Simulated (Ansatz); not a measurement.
Ansatz (a quantum-chemistry and plane-wave program) input (B3LYP-D3(BJ)/def2-TZVP):

Ansatz 0.2 input:
```yaml
crystal:
  periodic: [false, false, false]
  atoms:
    - {symbol: C, position_ang: [-0.04984130, 1.33980719, 0.23103549]}
    - {symbol: C, position_ang: [-0.47998140, -0.07675583, 0.06873067]}
    - {symbol: C, position_ang: [-1.81447709, -0.39198746, -0.51208580]}
    - {symbol: O, position_ang: [0.43929507, -1.09729637, -0.11328328]}
    - {symbol: C, position_ang: [1.75871567, -0.87922215, 0.29908418]}
    - {symbol: H, position_ang: [0.63163402, 1.46622123, 1.07328938]}
    - {symbol: H, position_ang: [-0.92911404, 1.95378629, 0.40719390]}
    - {symbol: H, position_ang: [0.45739999, 1.72950882, -0.66294703]}
    - {symbol: H, position_ang: [-1.93157405, 0.01676402, -1.52343992]}
    - {symbol: H, position_ang: [-1.93689381, -1.47013683, -0.56633530]}
    - {symbol: H, position_ang: [-2.60917101, 0.02786663, 0.10454573]}
    - {symbol: H, position_ang: [2.23169145, -0.06391195, -0.25883109]}
    - {symbol: H, position_ang: [2.29420084, -1.80703145, 0.10005254]}
    - {symbol: H, position_ang: [1.81585905, -0.65591260, 1.37084228]}
basis:
  gaussian:
    orbitals: def2-TZVP
hamiltonian:
  xc: b3lyp
  dispersion: d3bj
magnetization: {spin_polarized: true, initial_magnetization: 1}
relax: {f_tol: 0.002, max_steps: 150}
```

Output:

```
Functional definition: B3LYP
integrals: 0.12 GiB planned
1267 factors; their error is unknown
0.30 GiB of the device are held for the grids
1.02 GiB of device memory are held for the factors and their scratch space
mean field: 1.21 GiB planned
mean field evaluation 1: about -6331.3316 eV, gradient 5.1e1 eV
mean field evaluation 2: about -6326.3102 eV, gradient 5.8e1 eV
mean field evaluation 4: about -6342.9047 eV, gradient 4.0e0 eV
mean field evaluation 8: about -6342.9610 eV, gradient 7.5e-2 eV
mean field evaluation 16: about -6342.9390 eV, gradient 5.0e-4 eV
mean field -6342.93900482 eV, -233.0987090288 hartree, gradient 4.4e-5 eV, S^2 0.753855; 0 other end points of the search recorded, 0 dependent functions left out
the calculation of the forces begins
reference -6342.93930018 eV, -233.0987198828 hartree; 21, 20 occupied and 188, 189 virtual orbitals, 1267 factors
relax step   1: F+E_penalty+E_count = -6343.35888039 eV  Δ(F+E_penalty+E_count) = +0.000e0 eV  max|allowed force component| = 7.055e-1 eV/Å  Δτ_max = 0.0000 Å  (32 SCF iters, accepted)
these checks for a lower state are left out or cut short: starts, cluster_reference, orbital_swaps, neighbouring_geometries, increment
integrals: 0.12 GiB planned
1267 factors; their error is unknown
0.30 GiB of the device are held for the grids
1.02 GiB of device memory are held for the factors and their scratch space
mean field: 1.22 GiB planned
mean field -6342.96712241 eV, -233.0997423310 hartree, gradient 1.1e-5 eV, S^2 0.753686; 0 other end points of the search recorded, 0 dependent functions left out
the calculation of the forces begins
reference -6342.96741740 eV, -233.0997531718 hartree; 21, 20 occupied and 188, 189 virtual orbitals, 1267 factors
relax step   2: F+E_penalty+E_count = -6343.38706817 eV  Δ(F+E_penalty+E_count) = -2.819e-2 eV  max|allowed force component| = 2.925e-1 eV/Å  Δτ_max = 0.0720 Å  (34 SCF iters, accepted)
these checks for a lower state are left out or cut short: starts, cluster_reference, orbital_swaps, neighbouring_geometries, increment
integrals: 0.12 GiB planned
1267 factors; their error is unknown
0.30 GiB of the device are held for the grids
1.02 GiB of device memory are held for the factors and their scratch space
mean field: 1.22 GiB planned
mean field evaluation 32: about -6342.9791 eV, gradient 1.1e-5 eV
mean field -6342.97908174 eV, -233.1001818282 hartree, gradient 1.2e-5 eV, S^2 0.753548; 0 other end points of the search recorded, 0 dependent functions left out
the calculation of the forces begins
reference -6342.97937676 eV, -233.1001926700 hartree; 21, 20 occupied and 188, 189 virtual orbitals, 1267 factors
relax step   3: F+E_penalty+E_count = -6343.39859011 eV  Δ(F+E_penalty+E_count) = -1.152e-2 eV  max|allowed force component| = 1.837e-1 eV/Å  Δτ_max = 0.0996 Å  (33 SCF iters, accepted)
these checks for a lower state are left out or cut short: starts, cluster_reference, orbital_swaps, neighbouring_geometries, increment
integrals: 0.12 GiB planned
1267 factors; their error is unknown
0.30 GiB of the device are held for the grids
1.02 GiB of device memory are held for the factors and their scratch space
mean field: 1.21 GiB planned
mean field -6342.98493910 eV, -233.1003970824 hartree, gradient 1.5e-5 eV, S^2 0.753554; 0 other end points of the search recorded, 0 dependent functions left out
the calculation of the forces begins
reference -6342.98523368 eV, -233.1004079078 hartree; 21, 20 occupied and 188, 189 virtual orbitals, 1267 factors
relax step   4: F+E_penalty+E_count = -6343.40417302 eV  Δ(F+E_penalty+E_count) = -5.583e-3 eV  max|allowed force component| = 1.088e-1 eV/Å  Δτ_max = 0.0377 Å  (33 SCF iters, accepted)
these checks for a lower state are left out or cut short: starts, cluster_reference, orbital_swaps, neighbouring_geometries, increment
integrals: 0.12 GiB planned
1267 factors; their error is unknown
0.30 GiB of the device are held for the grids
1.02 GiB of device memory are held for the factors and their scratch space
mean field: 1.22 GiB planned
mean field -6342.98838891 eV, -233.1005238606 hartree, gradient 1.6e-5 eV, S^2 0.753530; 0 other end points of the search recorded, 0 dependent functions left out
the calculation of the forces begins
reference -6342.98868297 eV, -233.1005346670 hartree; 21, 20 occupied and 188, 189 virtual orbitals, 1267 factors
relax step   5: F+E_penalty+E_count = -6343.40769512 eV  Δ(F+E_penalty+E_count) = -3.522e-3 eV  max|allowed force component| = 6.311e-2 eV/Å  Δτ_max = 0.0691 Å  (33 SCF iters, accepted)
these checks for a lower state are left out or cut short: starts, cluster_reference, orbital_swaps, neighbouring_geometries, increment
integrals: 0.12 GiB planned
1267 factors; their error is unknown
0.30 GiB of the device are held for the grids
1.02 GiB of device memory are held for the factors and their scratch space
mean field: 1.22 GiB planned
mean field -6342.98929146 eV, -233.1005570287 hartree, gradient 1.5e-5 eV, S^2 0.753544; 0 other end points of the search recorded, 0 dependent functions left out
the calculation of the forces begins
reference -6342.98958568 eV, -233.1005678409 hartree; 21, 20 occupied and 188, 189 virtual orbitals, 1267 factors
relax step   6: F+E_penalty+E_count = -6343.40829836 eV  Δ(F+E_penalty+E_count) = -6.032e-4 eV  max|allowed force component| = 2.478e-2 eV/Å  Δτ_max = 0.0329 Å  (33 SCF iters, accepted)
these checks for a lower state are left out or cut short: starts, cluster_reference, orbital_swaps, neighbouring_geometries, increment
integrals: 0.12 GiB planned
1267 factors; their error is unknown
0.30 GiB of the device are held for the grids
1.02 GiB of device memory are held for the factors and their scratch space
mean field: 1.22 GiB planned
mean field -6342.98947330 eV, -233.1005637112 hartree, gradient 1.4e-5 eV, S^2 0.753537; 0 other end points of the search recorded, 0 dependent functions left out
the calculation of the forces begins
reference -6342.98976766 eV, -233.1005745287 hartree; 21, 20 occupied and 188, 189 virtual orbitals, 1267 factors
relax step   7: F+E_penalty+E_count = -6343.40843478 eV  Δ(F+E_penalty+E_count) = -1.364e-4 eV  max|allowed force component| = 9.633e-3 eV/Å  Δτ_max = 0.0174 Å  (34 SCF iters, accepted)
these checks for a lower state are left out or cut short: starts, cluster_reference, orbital_swaps, neighbouring_geometries, increment
integrals: 0.12 GiB planned
1267 factors; their error is unknown
0.30 GiB of the device are held for the grids
1.02 GiB of device memory are held for the factors and their scratch space
mean field: 1.22 GiB planned
mean field evaluation 64: about -6342.9890 eV, gradient 4.1e-1 eV
mean field -6342.98947108 eV, -233.1005636296 hartree, gradient 1.5e-5 eV, S^2 0.753540; 0 other end points of the search recorded, 0 dependent functions left out
the calculation of the forces begins
reference -6342.98976544 eV, -233.1005744469 hartree; 21, 20 occupied and 188, 189 virtual orbitals, 1267 factors
relax step   8: F+E_penalty+E_count = -6343.40845751 eV  Δ(F+E_penalty+E_count) = -2.273e-5 eV  max|allowed force component| = 2.633e-3 eV/Å  Δτ_max = 0.0062 Å  (34 SCF iters, accepted)
these checks for a lower state are left out or cut short: starts, cluster_reference, orbital_swaps, neighbouring_geometries, increment
integrals: 0.12 GiB planned
1267 factors; their error is unknown
0.30 GiB of the device are held for the grids
1.02 GiB of device memory are held for the factors and their scratch space
mean field: 1.22 GiB planned
mean field -6342.98947671 eV, -233.1005638365 hartree, gradient 1.5e-5 eV, S^2 0.753541; 0 other end points of the search recorded, 0 dependent functions left out
the calculation of the forces begins
reference -6342.98977106 eV, -233.1005746535 hartree; 21, 20 occupied and 188, 189 virtual orbitals, 1267 factors
relax step   9: F+E_penalty+E_count = -6343.40845961 eV  Δ(F+E_penalty+E_count) = -2.100e-6 eV  max|allowed force component| = 9.692e-4 eV/Å  Δτ_max = 0.0021 Å  (35 SCF iters, accepted)
integrals: 0.12 GiB planned
1267 factors; their error is unknown
0.30 GiB of the device are held for the grids
1.02 GiB of device memory are held for the factors and their scratch space
mean field: 1.22 GiB planned
mean field evaluation 96: about -6342.9895 eV, gradient 6.5e-3 eV
mean field -6342.98947671 eV, -233.1005638365 hartree, gradient 1.5e-5 eV, S^2 0.753541; 1 other end points of the search recorded, 0 dependent functions left out
the calculation of the forces begins
reference -6342.98977106 eV, -233.1005746535 hartree; 21, 20 occupied and 188, 189 virtual orbitals, 1267 factors
Total energy: -6343.40875395 eV, -233.1159719909 hartree
Atom 0 at    -0.062498     1.350104     0.237564 Å, force     0.000443    -0.000050    -0.000411 eV/Å
Atom 1 at    -0.475344    -0.076153     0.085558 Å, force     0.000499    -0.000871     0.000098 eV/Å
Atom 2 at    -1.801114    -0.407637    -0.501693 Å, force     0.000400    -0.000203    -0.000176 eV/Å
Atom 3 at     0.470022    -1.011901    -0.259452 Å, force    -0.000969     0.000953     0.000129 eV/Å
Atom 4 at     1.765231    -0.883304     0.301226 Å, force     0.000390     0.000486     0.000461 eV/Å
Atom 5 at     0.741835     1.487635     0.962153 Å, force     0.000264     0.000050     0.000035 eV/Å
Atom 6 at    -0.913342     1.943693     0.571584 Å, force     0.000084    -0.000275    -0.000107 eV/Å
Atom 7 at     0.282894     1.781147    -0.717640 Å, force     0.000057    -0.000034     0.000279 eV/Å
Atom 8 at    -1.831248    -0.206529    -1.584907 Å, force     0.000032    -0.000005    -0.000186 eV/Å
Atom 9 at    -2.031070    -1.465027    -0.362975 Å, force    -0.000151    -0.000483    -0.000123 eV/Å
Atom 10 at    -2.589286     0.186094    -0.037199 Å, force    -0.000234     0.000364     0.000334 eV/Å
Atom 11 at     2.286238     0.001759    -0.073917 Å, force    -0.000342     0.000090    -0.000031 eV/Å
Atom 12 at     2.318147    -1.772094     0.003848 Å, force    -0.000362     0.000028    -0.000080 eV/Å
Atom 13 at     1.717278    -0.836085     1.393703 Å, force    -0.000110    -0.000051    -0.000222 eV/Å
Dipole moment:     0.157254     0.165440     0.077876 e Å
```

It need not be the lowest isomer of its formula.
